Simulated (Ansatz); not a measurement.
```yaml
crystal:
  periodic: [false, false, false]
  atoms:
    - {symbol: F, position_ang: [-0.999630, -2.318162, -0.750964]}
    - {symbol: In, position_ang: [-1.486586, -1.780782, 1.158456]}
    - {symbol: C, position_ang: [0.636409, 1.150209, 0.080122]}
    - {symbol: N, position_ang: [0.013609, 0.057003, 0.062991]}
    - {symbol: H, position_ang: [0.615143, 1.764437, 0.981117]}
    - {symbol: H, position_ang: [1.210585, 1.533276, -0.768257]}
    - {symbol: H, position_ang: [0.071570, -0.473981, -0.809166]}
basis:
  gaussian: {orbitals: def2-SVP, final_grid: {core_spheres: 20, valence_spheres: 16, degree: 47}, point_charges: [{charge: -1.00, position_ang: [5.201, -0.121, 0.193]}]}
hamiltonian: {xc: {name: HF}}
correlation: {method: mp2, frozen_orbitals: {F: 9}}
```

```sh
$ ansatz run in.yaml --threads 2 --pin off --events-out ev --progress --plain --max-ram 4352MiB
```

It prints (some lines left out):

```
Functional definition: HF
Error: "frozen_orbitals" has no count for In
```

In this input frozen orbitals are typed for one element alone, and the program wants a count for each. The program refused the input.
